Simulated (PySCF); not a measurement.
Compound: 1,4-dimethoxybenzene, C8H10O2.
Atom-mapped SMILES: `[CH3:1][O:2][c:3]1[cH:4][cH:5][c:6]([O:7][CH3:8])[cH:9][cH:10]1` (hydrogens: H11, H12, H13 on C1; H14 on C4; H15 on C5; H16, H17, H18 on C8; H19 on C9; H20 on C10)

The geometry is computed with GFN2-xTB (gas phase).

Question: What internal coordinates does the optimisation give?

Answer: 
| bond | length (Å) |
| --- | --- |
| C1–O2, O7–C8 | 1.406 |
| O2–C3, C6–O7 | 1.367 |
| C3–C4 and 3 like bonds | 1.391 |
| C4–C5, C9–C10 | 1.381 |
| C1–H11 and 5 like bonds | 1.093 |
| C4–H14 and 3 like bonds | 1.078 |

Bonds in one row agree within 0.01 Å and their mean is given. A selection of angles:
| angle | degrees |
| --- | --- |
| C1–O2–C3 | 118.3 |
| O2–C3–C4 | 116.1 |
| O2–C3–C10 | 125.1 |
| C4–C3–C10 | 118.8 |
| C3–C4–C5 | 121.1 |
| C4–C5–C6 | 120.1 |

Dihedral angles: C1–O2–C3–C4 180° (antiperiplanar); C5–C6–O7–C8 0° (synperiplanar).

The 6-membered ring C3–C4–C5–C6–C9–C10 has internal angles of 118.8° to 121.1° (sum 720°, against 720° for a flat polygon); it is planar, 0.00 Å rms from its mean plane, widest ring torsion 0°. Of the pairs four or more bonds apart, C8···H15 is among the closest relative to their van der Waals radii: 2.56 Å, 88 % of the sum of Bondi's values. The 10 heavy atoms lie in one plane (0.001 Å rms). The 4 C–O bonds span 1.367 Å (C6–O7, drawn single) to 1.406 Å (C1–O2, drawn single), a spread of 0.039 Å.

Point group: C2h (every atom within 0.08 Å of its image). No GFN2-xTB frequencies stand behind this structure, so it isn't proved a minimum. One conformer, not necessarily the lowest.
